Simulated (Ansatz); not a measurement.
Ansatz (a program for electronic structure) input:
A basis named .json is the Basis Set Exchange file of that set.

Ansatz 0.2 input:
```yaml
crystal:
  periodic: [false, false, false]
  atoms:
    - {symbol: Si, position_ang: [-0.02730140, 0.02241572, -0.00966628]}
    - {symbol: F, position_ang: [-0.02605135, -0.40242020, 1.52641264]}
    - {symbol: O, position_ang: [-0.27426057, 1.64580363, -0.16268775]}
    - {symbol: O, position_ang: [1.43594976, -0.23224711, -0.67012996]}
    - {symbol: O, position_ang: [-1.18208913, -0.80175956, -0.78288320]}
    - {symbol: H, position_ang: [2.22095523, 0.08320891, -0.21331924]}
    - {symbol: H, position_ang: [-1.44107414, -1.66962286, -0.46345926]}
basis:
  gaussian:
    orbitals: cc-pV_Q+d_Z.json
magnetization: {spin_polarized: true, initial_magnetization: 1}
correlation: {method: ccsd_t, electrons: outside_noble_gas}
```

What final total energy does it print?

-615.65738 Eh (CCSD(T)/cc-pV(Q+d)Z). The basis has 344 functions.

It need not be the lowest isomer of its formula.
